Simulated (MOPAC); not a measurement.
Input for MOPAC: PM7 on ZrIn, 2S+1 = 6, a spin state set in the input, which need not be the lowest, a point of a bond scan (R = 2.798 Å).

```
PM7 1SCF PRECISE CHARGE=0 UHF MS=2.5 THREADS=1
InZr

Zr     0.00000000 1     0.00000000 1     0.00000000 1
In     0.00000000 1     0.00000000 1     2.79785000 1
```

Output:

```
*******************************************************************************
 **                                                                           **
 **                              MOPAC v23.2.5                                **
 **                                                                           **
 *******************************************************************************
 ** MOPAC's Digital Object Identifier: https://doi.org/10.5281/zenodo.6511958 **
 **                                                                           **
 ** Please cite the open-source release paper for use of this MOPAC version:  **
 ** J. E. Moussa and J. J. P. Stewart (2026)                                  **
 ** MOPAC: An open-source semiempirical molecular orbital program             **
 ** J. Open Source Softw., 11(119), 8025, https://doi.org/10.21105/joss.08025 **
 *******************************************************************************

                              PM7 CALCULATION RESULTS

 *******************************************************************************
 *  PM7        - The PM7 Hamiltonian to be used
 *  UHF        - UNRESTRICTED HARTREE-FOCK CALCULATION
 *
 *
 *
 *                 CHARGE ON SYSTEM = 0
 *
 *
 *
 *  MS=        - IN MECI, MAGNETIC COMPONENT OF SPIN =  2.5
 *  PRECISE    - TIGHTER CRITERIA TO BE USED
 *  1SCF       - DO 1 SCF AND THEN STOP
 *  THREADS=1  - MULTI-THREADING NOT USED
 *  T=         - A TIME OF 172800.0 SECONDS REQUESTED
 *  DUMP=N     - RESTART FILE WRITTEN EVERY 7200.0 SECONDS REQUESTED
 *******************************************************************************
PM7 1SCF PRECISE CHARGE=0 UHF MS=2.5 THREADS=1
 InZr

   ATOM   CHEMICAL          X               Y               Z
  NUMBER   SYMBOL      (ANGSTROMS)     (ANGSTROMS)     (ANGSTROMS)

     1      Zr          0.00000000  *   0.00000000  *   0.00000000  *
     2      In          0.00000000  *   0.00000000  *   2.79785000  *



          CARTESIAN COORDINATES

    NO.       ATOM           X           Y           Z

     1        Zr          0.0000      0.0000      0.0000
     2        In          0.0000      0.0000      2.7978

 General Reference for PM7:
 "Optimization of Parameters for Semiempirical Methods VI: More Modifications to the
 NDDO Approximations and Re-optimization of Parameters", J. J. P. Stewart, J. Mol. Mod., 1:32, 19 (2013)
 https://link.springer.com/article/10.1007/s00894-012-1667-x

           Empirical Formula: Zr In  =     2 atoms



      MOLECULAR POINT GROUP   :   C*v


          UHF CALCULATION, NO. OF ALPHA ELECTRONS =    6
                           NO. OF BETA  ELECTRONS =    1

 -------------------------------------------------------------------------------
 PM7 1SCF PRECISE CHARGE=0 UHF MS=2.5 THREADS=1
 InZr



     1SCF WAS SPECIFIED, SO BFGS WAS NOT USED
     SCF FIELD WAS ACHIEVED


                              PM7 CALCULATION
                                                       MOPAC v23.2.5 Linux




          FINAL HEAT OF FORMATION =        224.43586 KCAL/MOL =     939.03965 KJ/MOL


          COSMO AREA              =        156.19 SQUARE ANGSTROMS
          COSMO VOLUME            =        176.18 CUBIC ANGSTROMS

          IONIZATION POTENTIAL    =          6.074372 EV
          ALPHA SOMO LUMO (EV)    =         -6.074  0.360
          BETA  SOMO LUMO (EV)    =         -6.180  0.295
          NO. OF ALPHA ELECTRONS  =          6
          NO. OF BETA  ELECTRONS  =          1
          MOLECULAR WEIGHT        =        206.0400         POINT GROUP:  C*v

          MOLECULAR DIMENSIONS (Angstroms)

            Atom       Atom       Distance
           In     2   Zr     1     2.79785
           In     2   Zr     1     0.00000
           Zr     1   In     2     0.00000


          SCF CALCULATIONS        =          1





   ATOM   CHEMICAL          X               Y               Z
  NUMBER   SYMBOL      (ANGSTROMS)     (ANGSTROMS)     (ANGSTROMS)

     1      Zr          0.00000000  *   0.00000000  *   0.00000000  *
     2      In          0.00000000  *   0.00000000  *   2.79785000  *

                             CARTESIAN COORDINATES

   1   Zr        0.000000000     0.000000000     0.000000000
   2   In        0.000000000     0.000000000     2.797850000


           Empirical Formula: Zr In  =     2 atoms



      MOLECULAR POINT GROUP   :   C*v


          ALPHA EIGENVALUES
  -7.31493  -6.83131  -6.83131  -6.28738  -6.28738  -6.07437   0.36007   0.77175
   0.77175   5.13719  29.20860  29.20860  29.70059


           BETA EIGENVALUES
  -6.18000   0.29515   1.16618   1.16618   2.77216   2.77216   3.96549   4.10633
   4.10633   7.85030  29.25253  31.46427  31.46427


              NET ATOMIC CHARGES AND DIPOLE CONTRIBUTIONS

  ATOM NO.   TYPE          CHARGE      No. of ELECS.   s-Pop       p-Pop       d-Pop
    1         Zr          -0.083132        4.0831     1.52134     0.00100     2.56079
    2         In           0.083132        2.9169     0.44704     2.46982
 DIPOLE           X         Y         Z       TOTAL
 POINT-CHG.     0.000     0.000     1.117     1.117
 HYBRID         0.000     0.000    -4.258     4.258
 SUM            0.000     0.000    -3.140     3.140


          ATOMIC ORBITAL ELECTRON POPULATIONS

     Atom    s        px        py        pz      x^2-y^2     xz        z^2       yz        xy
    1 Zr   1.52134   0.00021   0.00021   0.00057   1.00000   0.06277   0.43525   0.06277   1.00000
    2 In   0.44704   0.93702   0.93702   0.59579


                    (SZ)    =    2.500000
                    (S**2)  =    9.301254


          ATOMIC ORBITAL SPIN POPULATIONS

    Atom   Total    s     px     py     pz   x^2-y^2  xz     z^2    yz     xy
         Atomic
    1 Zr  2.1930  0.444  0.000  0.000  0.000  1.000  0.063 -0.377  0.063  1.000
    2 In  2.8070  0.433  0.937  0.937  0.500

 **********************
 *                    *
 * JOB ENDED NORMALLY *
 *                    *
 **********************




 == MOPAC DONE ==
```

The run finished. Its determinant has ⟨S²⟩ = 9.30, a mixture of spin states.

Cost: very roughly 0.020 core-seconds.
